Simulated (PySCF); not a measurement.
C2H7NSi2, SMILES N#CC[SiH2][SiH3].

The structure is a stationary point at B3LYP-D3(BJ)/def2-SVP. The structure was generated by enumeration, and PubChem lists no compound with its InChIKey, so it may never have been made. The values are those of a single conformer.

Calculation: TDA-PBE/def2-SVPD run with PySCF 2.14.0.

Vertical excitations. Gas-phase values at a fixed geometry.

**Question.** Give excitation energies, oscillator strengths and character. (An estimate is asked for; the answer gives what the named calculation found.)

**Answer.** 
```json
[
 {"state": "S1", "energy (eV)": "6.54", "λ (nm)": "190", "f": "0.025", "main pairs": "HOMO→LUMO 78 %, HOMO−1→LUMO 15 %"},
 {"state": "S2", "energy (eV)": "6.66", "λ (nm)": "186", "f": "0.014", "main pairs": "HOMO−1→LUMO 79 %, HOMO→LUMO 12 %"},
 {"state": "S3", "energy (eV)": "6.77", "λ (nm)": "183", "f": "0.015", "main pairs": "HOMO→LUMO+1 78 %"},
 {"state": "S4", "energy (eV)": "6.81", "λ (nm)": "182", "f": "0.002", "main pairs": "HOMO→LUMO+2 86 %"},
 {"state": "S5", "energy (eV)": "6.95", "λ (nm)": "179", "f": "0.009", "main pairs": "HOMO−1→LUMO+1 52 %, HOMO→LUMO+3 28 %"},
 {"state": "S6", "energy (eV)": "6.99", "λ (nm)": "177", "f": "0.003", "main pairs": "HOMO−2→LUMO 93 %"},
 {"state": "S7", "energy (eV)": "7.13", "λ (nm)": "174", "f": "0.012", "main pairs": "HOMO→LUMO+3 30 %, HOMO−1→LUMO+3 24 %, HOMO−1→LUMO+2 23 %, HOMO−2→LUMO+1 7 %"},
 {"state": "S8", "energy (eV)": "7.21", "λ (nm)": "172", "f": "0.025", "main pairs": "HOMO−1→LUMO+2 41 %, HOMO−2→LUMO+1 20 %, HOMO−1→LUMO+1 12 %"},
 {"state": "S9", "energy (eV)": "7.24", "λ (nm)": "171", "f": "0.001", "main pairs": "HOMO−3→LUMO 87 %"},
 {"state": "S10", "energy (eV)": "7.29", "λ (nm)": "170", "f": "0.043", "main pairs": "HOMO−1→LUMO+3 28 %, HOMO→LUMO+4 26 %, HOMO−1→LUMO+2 12 %, HOMO−2→LUMO+1 8 %"},
 {"state": "T1", "energy (eV)": "5.86", "λ (nm)": "211", "f": "0", "main pairs": "HOMO→LUMO 95 %"},
 {"state": "T2", "energy (eV)": "6.08", "λ (nm)": "204", "f": "0", "main pairs": "HOMO→LUMO+1 49 %, HOMO−1→LUMO+1 10 %, HOMO−1→LUMO+2 9 %"},
 {"state": "T3", "energy (eV)": "6.19", "λ (nm)": "200", "f": "0", "main pairs": "HOMO→LUMO+1 37 %, HOMO−1→LUMO+1 25 %, HOMO→LUMO+3 8 %, HOMO−1→LUMO 8 %"},
 {"state": "T4", "energy (eV)": "6.39", "λ (nm)": "194", "f": "0", "main pairs": "HOMO−1→LUMO 77 %"}
]
```
Triplets are in the Tamm–Dancoff approximation.
